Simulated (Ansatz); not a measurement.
`[F][GaH][Cl]` + HBr → `[F][GaH][Br]` + HCl at 700 K and 1 bar (ligand exchange at a Ga–Cl bond).

Gas-phase electronic energies from Ansatz, PBE0-D4/def2-TZVP geometries. CCSD(T)/CBS adds triple-zeta CCSD(T) − MP2 to the extrapolated MP2 energy (def2 sets, frozen cores). This one scheme is used for every species. For Br, Ga outer-core shells are correlated without core-valence functions, which leaves a few kJ/mol of doubt a bond. Scalar relativity is left out up to krypton.

```csv
species,CCSD(T)/CBS energy (Eh),H − E (kJ/mol),S (J/(mol·K))
`[F][GaH][Cl]`,-2484.20089,67.7,352.5
HBr,-2573.91920,36.5,223.7
`[F][GaH][Br]`,-4597.74300,67.4,364.6
HCl,-460.38127,38.4,211.8
```

H − E and S are ideal-gas, rigid-rotor, harmonic terms from PBE0-D4/def2-TZVP. 1 Eh = 2625.50 kJ/mol, R = 8.31446 J/(mol·K).

Problem. By hand: ΔE, ΔH, ΔS and ΔG.

Solution. ΔE = (-4597.74300) + (-460.38127) − (-2484.20089) − (-2573.91920) = -0.00418 Eh = -11.0 kJ/mol. Δ(H − E) = 67.4 + 38.4 − 67.7 − 36.5 = 1.6, so ΔH = -9.4 kJ/mol. ΔS = 364.6 + 211.8 − 352.5 − 223.7 = 0.2 J/(mol·K). ΔG = -9.4 − 700 × (0.2)/1000 = -9.5 kJ/mol.

Problem. By hand: the equilibrium constant, and the temperature at which ΔG would vanish if ΔH and ΔS stayed fixed.

Solution. log₁₀ K = −ΔG/(RT ln 10) = 0.7. ΔH and −TΔS have one sign here, so there is no such temperature. One of them is within its doubt of zero, so this could turn.

The number of gas molecules stays the same, so ΔS is small and ΔH decides. A doubt of 5 kJ/mol in ΔE shifts log₁₀ K by 0.4 here. These are equilibria of isolated gas molecules and say nothing of rates. Largest T1 diagnostic: 0.013 (customary marks: 0.02 for closed shells, 0.045 for open ones).
